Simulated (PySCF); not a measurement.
C2H6N (SMILES C[CH]N), doublet, geometry from GFN2-xTB, atoms displaced at random by about 0.05 Å a coordinate; HF/STO-3G (PySCF).

Here is a job for PySCF.
```python
from pyscf import gto, scf
from pyscf.geomopt import geometric_solver

mol = gto.M(
    atom='''
C    -1.25750745    0.21023575    0.17699294
C     0.12935709   -0.50235810    0.01459700
N     1.20552113    0.12701671   -0.06637908
H    -2.04462940   -0.40105040    0.45964628
H    -1.10764107    1.10578605    0.65491747
H    -1.54143717    0.63837329   -0.87482554
H     0.05941009   -1.55858739   -0.32069348
H     1.25729910    1.10874605    0.36446262
H     2.13716609   -0.36430870    0.03353905
''',
    basis='sto-3g',
    spin=1,
    verbose=3,
)

def method(m):
    mf = scf.UHF(m)
    return mf

conv, mol_eq = geometric_solver.kernel(method(mol), maxsteps=100, trust=0.5, tmax=0.5)
print('optimisation converged:', conv)
print(mol_eq.tostring(format='xyz'))
mf = method(mol_eq)
mf.kernel()
```

Task: Predict the main parts of the log of this PySCF run.

Result: 
```
Custom engine selected.
Bonds will be generated from interatomic distances less than 1.20 times sum of covalent radii
27 internal coordinates being used (instead of 27 Cartesians)
Internal coordinate system (atoms numbered from 1):
Distance 1-2
Distance 1-4
Distance 1-5
Distance 1-6
Distance 2-3
Distance 2-7
Distance 3-8
Distance 3-9
Angle 2-1-4
Angle 2-1-5
Angle 2-1-6
Angle 4-1-5
Angle 4-1-6
Angle 5-1-6
Angle 1-2-7
Angle 3-2-7
Angle 2-3-8
Angle 2-3-9
Angle 8-3-9
Out-of-Plane 2-1-3-7
Dihedral 4-1-2-3
Dihedral 4-1-2-7
Dihedral 5-1-2-3
Dihedral 5-1-2-7
Dihedral 6-1-2-3
Dihedral 6-1-2-7
Dihedral 1-2-3-8
Dihedral 1-2-3-9
Dihedral 7-2-3-8
Dihedral 7-2-3-9
Translation-X 1-9
Translation-Y 1-9
Translation-Z 1-9
Rotation-A 1-9
Rotation-B 1-9
Rotation-C 1-9
<class 'geometric.internal.Distance'> : 8
<class 'geometric.internal.Angle'> : 11
<class 'geometric.internal.OutOfPlane'> : 1
<class 'geometric.internal.Dihedral'> : 10
<class 'geometric.internal.TranslationX'> : 1
<class 'geometric.internal.TranslationY'> : 1
<class 'geometric.internal.TranslationZ'> : 1
<class 'geometric.internal.RotationA'> : 1
<class 'geometric.internal.RotationB'> : 1
<class 'geometric.internal.RotationC'> : 1
> ===== Optimization Info: ====
> Job type: Energy minimization
> Maximum number of optimization cycles: 100
> Initial / maximum trust radius (Angstrom): 0.500 / 0.500
> Convergence Criteria:
> Will converge when all 5 criteria are reached:
>  |Delta-E| < 1.00e-06
>  RMS-Grad  < 3.00e-04
>  Max-Grad  < 4.50e-04
>  RMS-Disp  < 1.20e-03
>  Max-Disp  < 1.80e-03
> === End Optimization Info ===

Geometry optimization cycle 1
Cartesian coordinates (Angstrom)
 Atom        New coordinates             dX        dY        dZ
   C  -1.257507   0.210236   0.176993    0.000000  0.000000  0.000000
   C   0.129357  -0.502358   0.014597    0.000000  0.000000  0.000000
   N   1.205521   0.127017  -0.066379    0.000000  0.000000  0.000000
   H  -2.044629  -0.401050   0.459646    0.000000  0.000000  0.000000
   H  -1.107641   1.105786   0.654917    0.000000  0.000000  0.000000
   H  -1.541437   0.638373  -0.874826    0.000000  0.000000  0.000000
   H   0.059410  -1.558587  -0.320693    0.000000  0.000000  0.000000
   H   1.257299   1.108746   0.364463    0.000000  0.000000  0.000000
   H   2.137166  -0.364309   0.033539    0.000000  0.000000  0.000000

WARN: Mole.unit (angstrom) is changed to Bohr

converged SCF energy = -131.91396308146  <S^2> = 0.76261114  2S+1 = 2.0125716
--------------- UHF_Scanner gradients ---------------
         x                y                z
0 C    -0.0657767070    -0.0134975800     0.1431407534
1 C     0.2719234321     0.1641489706    -0.0343479117
2 N    -0.2635870591    -0.1744271657     0.0071342128
3 H     0.0317724043     0.0262994742    -0.0291646866
4 H     0.0024960519    -0.0436562449    -0.0566748993
5 H    -0.0071078760     0.0304992041    -0.0447254033
6 H    -0.0096159123    -0.0246285756    -0.0032143868
7 H     0.0031284107     0.0486086437     0.0178762318
8 H     0.0367672553    -0.0133467265    -0.0000239104
----------------------------------------------
cycle 1: E = -131.913963081  dE = -131.914  norm(grad) = 0.492552
Step    0 : Gradient = 1.642e-01/3.195e-01 (rms/max) Energy = -131.9139630815
[...]
Geometry optimization cycle 2
Cartesian coordinates (Angstrom)
 Atom        New coordinates             dX        dY        dZ
   C  -1.171396   0.240245   0.081826    0.086112  0.030010 -0.095167
   C   0.041372  -0.634516   0.026654   -0.087985 -0.132158  0.012057
   N   1.179843   0.197978  -0.108467   -0.025678  0.070962 -0.042088
   H  -2.005649  -0.351862   0.475267    0.038980  0.049189  0.015621
   H  -0.989830   1.098024   0.753251    0.117811 -0.007762  0.098334
   H  -1.441381   0.610800  -0.880931    0.100056 -0.027574 -0.006105
   H   0.007507  -1.643156  -0.328309   -0.051903 -0.084569 -0.007615
   H   1.145945   1.080270   0.358687   -0.111354 -0.028476 -0.005775
   H   2.071126  -0.233931   0.064277   -0.066040  0.130378  0.030738
converged SCF energy = -131.972782203847  <S^2> = 0.75998253  2S+1 = 2.0099577
--------------- UHF_Scanner gradients ---------------
         x                y                z
0 C     0.0271910953     0.0137485533    -0.0316150341
1 C     0.0015613024    -0.0307542595    -0.0251973755
2 N    -0.0241939212     0.0237777646     0.0368625000
3 H    -0.0005965970    -0.0111730989     0.0031301392
4 H     0.0049152964     0.0129342490     0.0096488171
5 H     0.0065571858    -0.0090303015     0.0186644611
6 H    -0.0069633975     0.0081034743     0.0107345479
7 H     0.0091475023    -0.0196749015    -0.0174809726
8 H    -0.0176184666     0.0120685200    -0.0047470830
----------------------------------------------
cycle 2: E = -131.972782204  dE = -0.0588191  norm(grad) = 0.0916375
Step    1 : Displace = 1.221e-01/1.592e-01 (rms/max) Trust = 5.000e-01 (=) Grad = 3.055e-02/5.010e-02 (rms/max) E (change) = -131.9727822038 (-5.882e-02) Quality = 0.769
[...]
Geometry optimization cycle 3
Cartesian coordinates (Angstrom)
 Atom        New coordinates             dX        dY        dZ
   C  -1.385506   0.249789   0.037732   -0.214110  0.009543 -0.044094
   C   0.073935  -0.140958  -0.057103    0.032563  0.493558 -0.083757
   N   1.538652   0.128997  -0.179293    0.358809 -0.068981 -0.070827
   H  -1.950988  -0.567365   0.537352    0.054661 -0.215503  0.062085
   H  -1.514991   1.107524   0.744222   -0.525161  0.009500 -0.009029
   H  -1.841492   0.443207  -0.899530   -0.400111 -0.167593 -0.018600
   H   0.082867  -1.181702  -0.296697    0.075360  0.461454  0.031611
   H   1.755382   0.952623   0.345142    0.609437 -0.127647 -0.013545
   H   2.079680  -0.628262   0.210433    0.008554 -0.394331  0.146156
converged SCF energy = -131.931068457926  <S^2> = 0.77022167  2S+1 = 2.0201205
--------------- UHF_Scanner gradients ---------------
         x                y                z
0 C    -0.0060789054    -0.0434429192    -0.0738143144
[...]
converged SCF energy = -131.978295323533  <S^2> = 0.7616492  2S+1 = 2.0116155
Step    3 : Displace = 2.011e-01/3.009e-01 (rms/max) Trust = 2.198e-01 (x) Grad = 1.961e-02/3.463e-02 (rms/max) E (change) = -131.9782953235 (-5.513e-03) Quality = 0.251
converged SCF energy = -131.984692900788  <S^2> = 0.76103817  2S+1 = 2.0110079
Step    4 : Displace = 9.032e-02/1.604e-01 (rms/max) Trust = 2.198e-01 (=) Grad = 1.156e-02/1.979e-02 (rms/max) E (change) = -131.9846929008 (-6.398e-03) Quality = 0.942
converged SCF energy = -131.98579479632  <S^2> = 0.75978179  2S+1 = 2.009758
Step    5 : Displace = 3.419e-02/5.569e-02 (rms/max) Trust = 3.109e-01 (+) Grad = 3.740e-03/7.556e-03 (rms/max) E (change) = -131.9857947963 (-1.102e-03) Quality = 0.953
converged SCF energy = -131.986004686601  <S^2> = 0.7594486  2S+1 = 2.0094264
Step    6 : Displace = 1.713e-02/2.945e-02 (rms/max) Trust = 4.397e-01 (+) Grad = 1.991e-03/4.422e-03 (rms/max) E (change) = -131.9860046866 (-2.099e-04) Quality = 1.024
converged SCF energy = -131.986079730354  <S^2> = 0.7591061  2S+1 = 2.0090855
Step    7 : Displace = 1.274e-02/1.748e-02 (rms/max) Trust = 5.000e-01 (+) Grad = 1.945e-03/3.828e-03 (rms/max) E (change) = -131.9860797304 (-7.504e-05) Quality = 0.679
converged SCF energy = -131.986101748146  <S^2> = 0.75909955  2S+1 = 2.0090789
Step    8 : Displace = 3.289e-03/6.548e-03 (rms/max) Trust = 5.000e-01 (=) Grad = 5.174e-04/8.684e-04 (rms/max) E (change) = -131.9861017481 (-2.202e-05) Quality = 0.833
converged SCF energy = -131.986104703987  <S^2> = 0.75910965  2S+1 = 2.009089
Step    9 : Displace = 1.327e-03/2.660e-03 (rms/max) Trust = 5.000e-01 (=) Grad = 1.571e-04/3.122e-04 (rms/max) E (change) = -131.9861047040 (-2.956e-06) Quality = 1.123
[...]
[...]
Geometry optimization cycle 11
Cartesian coordinates (Angstrom)
 Atom        New coordinates             dX        dY        dZ
   C  -1.241970   0.236197   0.100682   -0.000098  0.000080 -0.000292
   C   0.067425  -0.537157   0.101335    0.000165  0.000314  0.000871
   N   1.271389   0.214949  -0.192225   -0.000570  0.000697  0.000424
   H  -2.045473  -0.384699   0.486449   -0.000131  0.000099 -0.000101
   H  -1.165935   1.122652   0.725038   -0.000572  0.000590 -0.000802
   H  -1.514801   0.556741  -0.903815    0.000231 -0.000787 -0.000602
   H   0.056187  -1.532048  -0.337573    0.000574  0.000209  0.001130
   H   1.314257   1.044213   0.419383    0.000801 -0.001085  0.002627
   H   2.096458  -0.356994   0.042984   -0.000402 -0.000117 -0.003256
converged SCF energy = -131.986105693588  <S^2> = 0.75909651  2S+1 = 2.0090759
--------------- UHF_Scanner gradients ---------------
         x                y                z
0 C     0.0000097123     0.0000606250     0.0000039414
1 C     0.0000336122    -0.0001304002     0.0000084433
2 N     0.0000642684    -0.0000310677     0.0000316233
3 H     0.0000026972    -0.0000044144    -0.0000020614
4 H    -0.0000036105    -0.0000119263     0.0000040289
5 H    -0.0000138968     0.0000015540     0.0000015917
6 H    -0.0000211737     0.0000806428    -0.0000071230
7 H    -0.0000100439    -0.0000694543    -0.0000716839
8 H    -0.0000615650     0.0001044410     0.0000312398
----------------------------------------------
cycle 11: E = -131.986105694  dE = -9.89601e-07  norm(grad) = 0.00024744
Step   10 : Displace = 1.684e-03/3.301e-03 (rms/max) Trust = 5.000e-01 (=) Grad = 8.248e-05/1.349e-04 (rms/max) E (change) = -131.9861056936 (-9.896e-07) Quality = 1.396
[...]
Geometry optimization cycle 12
Cartesian coordinates (Angstrom)
 Atom        New coordinates             dX        dY        dZ
   C  -1.242518   0.236240   0.100319   -0.000548  0.000043 -0.000363
   C   0.067481  -0.536019   0.101823    0.000056  0.001137  0.000487
   N   1.271281   0.215937  -0.191651   -0.000108  0.000988  0.000574
   H  -2.045561  -0.384953   0.486655   -0.000089 -0.000254  0.000206
   H  -1.167305   1.123449   0.723786   -0.001370  0.000797 -0.001252
   H  -1.515398   0.555480  -0.904588   -0.000597 -0.001260 -0.000773
   H   0.056867  -1.531373  -0.336242    0.000680  0.000674  0.001331
   H   1.316463   1.042974   0.422789    0.002206 -0.001239  0.003406
   H   2.096228  -0.357881   0.039367   -0.000230 -0.000887 -0.003616
converged SCF energy = -131.986106191088  <S^2> = 0.7590984  2S+1 = 2.0090778
--------------- UHF_Scanner gradients ---------------
         x                y                z
0 C    -0.0000159571    -0.0000292368    -0.0000246618
1 C     0.0001677301     0.0001750558    -0.0000140062
2 N    -0.0000503832    -0.0001042946     0.0000864611
3 H    -0.0000227298    -0.0000153805     0.0000125922
4 H     0.0000002434     0.0000183896     0.0000335222
5 H     0.0000048425    -0.0000055903    -0.0000119912
6 H    -0.0000062629     0.0000025585    -0.0000159048
7 H    -0.0000206297    -0.0000878403    -0.0000610870
8 H    -0.0000568532     0.0000463387    -0.0000049245
----------------------------------------------
cycle 12: E = -131.986106191  dE = -4.975e-07  norm(grad) = 0.000318953
Step   11 : Displace = 2.227e-03/4.238e-03 (rms/max) Trust = 5.000e-01 (=) Grad = 1.063e-04/2.428e-04 (rms/max) E (change) = -131.9861061911 (-4.975e-07) Quality = 1.026
[...]
Geometry optimization cycle 13
Cartesian coordinates (Angstrom)
 Atom        New coordinates             dX        dY        dZ
   C  -1.242482   0.236190   0.100262    0.000036 -0.000050 -0.000056
   C   0.067432  -0.536266   0.102301   -0.000050 -0.000247  0.000478
   N   1.270857   0.216330  -0.191534   -0.000424  0.000393  0.000117
   H  -2.045749  -0.384654   0.486595   -0.000188  0.000299 -0.000060
   H  -1.167229   1.123594   0.723370    0.000076  0.000145 -0.000415
   H  -1.515096   0.555210  -0.904797    0.000303 -0.000270 -0.000209
   H   0.057022  -1.531567  -0.335872    0.000155 -0.000194  0.000370
   H   1.316577   1.042698   0.423962    0.000114 -0.000275  0.001173
   H   2.096206  -0.357682   0.037970   -0.000022  0.000199 -0.001397
converged SCF energy = -131.986106272936  <S^2> = 0.75909208  2S+1 = 2.0090715
--------------- UHF_Scanner gradients ---------------
         x                y                z
0 C     0.0000150830     0.0000145941    -0.0000041677
1 C     0.0001245913     0.0000136507     0.0000228902
2 N    -0.0001317355    -0.0000439563    -0.0000075000
3 H     0.0000019151     0.0000017192    -0.0000028886
4 H    -0.0000069822    -0.0000040845     0.0000009876
5 H    -0.0000111306     0.0000118897    -0.0000152625
6 H    -0.0000042357     0.0000097257    -0.0000082252
7 H    -0.0000000442     0.0000098986     0.0000090308
8 H     0.0000125386    -0.0000134372     0.0000051353
----------------------------------------------
cycle 13: E = -131.986106273  dE = -8.1848e-08  norm(grad) = 0.000193228
Step   12 : Displace = 7.332e-04/1.416e-03 (rms/max) Trust = 5.000e-01 (=) Grad = 6.441e-05/1.391e-04 (rms/max) E (change) = -131.9861062729 (-8.185e-08) Quality = 0.771
[...]
Converged! =D

optimisation converged: True
9
XYZ from PySCF
C          -1.24248165        0.23619024        0.10026232
C           0.06743180       -0.53626641        0.10230067
N           1.27085719        0.21633014       -0.19153387
H          -2.04574915       -0.38465390        0.48659527
H          -1.16722874        1.12359392        0.72337013
H          -1.51509558        0.55521016       -0.90479734
H           0.05702164       -1.53156668       -0.33587216
H           1.31657688        1.04269826        0.42396248
H           2.09620602       -0.35768246        0.03796976

converged SCF energy = -131.986106272972  <S^2> = 0.7590911  2S+1 = 2.0090705
```
